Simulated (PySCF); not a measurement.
HO₃S, SMILES O=[S](=O)O, multiplicity 2.

Geometry optimised at B3LYP-D3(BJ)/def2-SVP. The isomer is the one that the SMILES or the coordinates give; other isomers of the formula were not compared. One conformer was computed; it need not be the lowest.

Method: TDA-PBE/def2-SVPD run with PySCF 2.14.0.

Vertical excitations. The molecule is in vacuum.

```json
[
 {"state": "root 1", "energy (eV)": "2.44", "λ (nm)": "507", "f": "0.000", "main pairs": "β HOMO→LUMO 99 %"},
 {"state": "root 2", "energy (eV)": "3.05", "λ (nm)": "406", "f": "0.007", "main pairs": "β HOMO−1→LUMO 69 %, β HOMO−2→LUMO 27 %"},
 {"state": "root 3", "energy (eV)": "3.20", "λ (nm)": "387", "f": "0.007", "main pairs": "β HOMO−2→LUMO 70 %, β HOMO−1→LUMO 25 %"},
 {"state": "root 4", "energy (eV)": "3.84", "λ (nm)": "322", "f": "0.018", "main pairs": "β HOMO−3→LUMO 93 %"},
 {"state": "root 5", "energy (eV)": "5.55", "λ (nm)": "223", "f": "0.011", "main pairs": "β HOMO−4→LUMO 93 %"},
 {"state": "root 6", "energy (eV)": "5.90", "λ (nm)": "210", "f": "0.025", "main pairs": "α HOMO→LUMO 92 %"},
 {"state": "root 7", "energy (eV)": "6.42", "λ (nm)": "193", "f": "0.012", "main pairs": "α HOMO→LUMO+1 60 %, β HOMO−5→LUMO 31 %"},
 {"state": "root 8", "energy (eV)": "6.58", "λ (nm)": "188", "f": "0.009", "main pairs": "β HOMO−6→LUMO 84 %"},
 {"state": "root 9", "energy (eV)": "6.67", "λ (nm)": "186", "f": "0.014", "main pairs": "α HOMO→LUMO+1 36 %, β HOMO−5→LUMO 52 %"},
 {"state": "root 10", "energy (eV)": "6.99", "λ (nm)": "177", "f": "0.008", "main pairs": "α HOMO→LUMO+2 98 %"}
]
```
Unrestricted roots are not spin-pure.
